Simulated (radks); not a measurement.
Species: Eu12+. Configuration: [Kr] 4d10 4f3.25 5s1.75 (fractional occupations, a model configuration). Calculated with a radial shooting solver on a logarithmic mesh with Libxc functionals: Dirac Kohn-Sham, PBE, spin-unpolarised, spherical densities, finite nucleus; open shells fill j = l - 1/2 first; Fermi nuclear charge, rms radius 5.1115 fm.

Radial electron density D(r) = 4 pi r^2 rho(r):

```
   r/bohr * D(r) (the largest magnitude, 110, reaches the edge; | marks zero)
 0.001547 |   *
 0.002031 |     *
 0.002645 |        *
 0.003472 |            *
 0.004521 |                 *
 0.005886 |                        *
 0.007726 |                               *
  0.01006 |                                     *
  0.01321 |                                         *
   0.0172 |                                         *
  0.02239 |                                       *
  0.02939 |                                     *
  0.03827 |                                       *
  0.05023 |                                                *
  0.06541 |                                                      *
  0.08517 |                                                   *
   0.1118 |                                          *
   0.1456 |                                          *
   0.1911 |                                                *
   0.2488 |                                      *
    0.324 |                      *
   0.4252 |                   *
   0.5537 |                      *
   0.7268 |              *
   0.9464 |     *
    1.232 | *
    1.617 |*
    2.106 *
    2.765 *
```

D(r) has 4 maxima, at r = 0.0155, 0.0692, 0.191, 0.528 bohr, and minima at 0.0301, 0.126, 0.383 bohr, inside which lie 2.02, 11.17, 29.29 electrons.
